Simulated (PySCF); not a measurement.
## Argon: a sound run and one with changed settings

Sound run: Ar²⁺ [Ne] 3s2 3p4, Ar³⁺ [Ne] 3s2 3p3. Computed with PySCF 2.14 in aug-cc-pVDZ-DK, with scalar relativity by spin-free X2C-1e. The sound run starts from symmetry-adapted Hartree-Fock orbitals and uses a fine grid where one is needed.

Changed run: initial guess 1e, at most 3 SCF cycles. This setting is unsound on purpose.

| species | method | sound run (hartree) | changed run (hartree) | converged |
| --- | --- | --- | --- | --- |
| Ar²⁺ | UHF | -527.09866 | -527.09864 | no |
| Ar²⁺ | M06-2X | -527.74970 | -527.74969 | no |
| Ar²⁺ | MN15 | -527.85899 | -527.85899 | no |
| Ar³⁺ | UHF | -525.65441 | -525.65440 | no |
| Ar³⁺ | M06-2X | -526.25575 | -526.25575 | no |
| Ar³⁺ | MN15 | -526.35428 | -526.35428 | no |

The SCF was stopped early; the energies are upper bounds that still move, and correlated levels were skipped or rest on poor orbitals.
